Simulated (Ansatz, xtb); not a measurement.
## Relative energy of two isomers of C3H5NOSi

Structure a is `N#C[C@@H]1O[C@H]1[SiH3]`, a singlet and structure b is `N#C[C@@H]1O[C@@H]1[SiH3]`, a singlet. Both are isolated molecules in the gas phase, relaxed with B3LYP/def2-SVP.

a (Å):

```yaml
atoms:
  - { symbol: C, position_ang: [0.3445, 0.9788, 1.2840] }
  - { symbol: C, position_ang: [-0.4979, -0.2064, 1.2491] }
  - { symbol: C, position_ang: [-0.0045, -1.4606, 0.6178] }
  - { symbol: N, position_ang: [0.9986, 1.9351, 1.3039] }
  - { symbol: O, position_ang: [-0.0944, -1.3024, 2.0439] }
  - { symbol: Si, position_ang: [-1.1960, -2.7218, -0.1585] }
  - { symbol: H, position_ang: [-1.5742, 0.0152, 1.2497] }
  - { symbol: H, position_ang: [1.0293, -1.4220, 0.2418] }
  - { symbol: H, position_ang: [-0.7565, -4.0945, 0.2123] }
  - { symbol: H, position_ang: [-2.5616, -2.4575, 0.3726] }
  - { symbol: H, position_ang: [-1.1787, -2.5699, -1.6410] }
```

b (Å):

```xyz
11

C    -0.9117    0.5537   -0.1937
C    -0.2225    0.0960    1.0038
C    -0.1275   -1.3445    1.3673
N    -1.4738    0.9464   -1.1277
O     0.9885   -0.6106    0.8341
Si   -0.7882   -2.7910    0.3196
H    -0.2259    0.8373    1.8151
H    -0.0471   -1.5234    2.4519
H     0.1963   -3.9035    0.4225
H    -2.0947   -3.2293    0.8881
H    -0.9424   -2.3607   -1.0931
```

**Question.** Estimate which is lower in electronic energy at CCSD(T)/def2-SVP + ΔMP2/def2-TZVPP, and by roughly how much.

**Answer.** Too close to call at this level: CCSD(T)/def2-SVP + ΔMP2/def2-TZVPP gives E(b) − E(a) = +0.43 kcal/mol.

Level by level:

| level | geometry | E(b) − E(a) (kcal/mol) | departure from the last row (kcal/mol) | job, with rough time for the two |
| --- | --- | --- | --- | --- |
| GFN2-xTB | GFN2-xTB | +0.16 | −0.27 | optimisation, 0.58 s |
| HF/STO-3G | GFN2-xTB | +0.50 | +0.06 | single point, 1.7 s |
| r2SCAN-D4/def2-SVP | GFN2-xTB | +0.48 | +0.04 | single point, 9.6 s |
| B3LYP/def2-SVP | B3LYP/def2-SVP | +0.73 | +0.29 | optimisation, 3.4 min |
| HF/def2-SVP | B3LYP/def2-SVP | +0.84 | +0.40 | part of the CCSD(T) run |
| MP2/def2-SVP | B3LYP/def2-SVP | +0.69 | +0.25 | part of the CCSD(T) run |
| CCSD(T)/def2-SVP | B3LYP/def2-SVP | +0.68 | +0.25 | single point |
| CCSD(T)/def2-SVP + ΔMP2/def2-TZVPP | B3LYP/def2-SVP | +0.43 |  | single point, 3.4 min |

As drawn, both hold the same kinds of bond in the same numbers.

The largest departure from CCSD(T)/def2-SVP + ΔMP2/def2-TZVPP is that of HF/def2-SVP, 0.40 kcal/mol. The last row adds to CCSD(T) the change of the MP2 difference between the two basis sets, here −0.25 kcal/mol.

With thermal terms from frequencies at re-optimised GFN2-xTB minima (ideal gas, soft modes damped towards free rotors, one conformer each, 298.15 K, 1 atm): on the last row, ΔE + ΔZPE = +0.44, ΔH = +0.40, ΔG = +0.50 kcal/mol.

The correlated steps freeze 10 core orbitals. Run with Ansatz 0.2.0, xtb 6.7.1; the last row on 2 threads of Intel(R) Xeon(R) Processor @ 2.50GHz (Skylake/Cascade Lake) on a shared host.
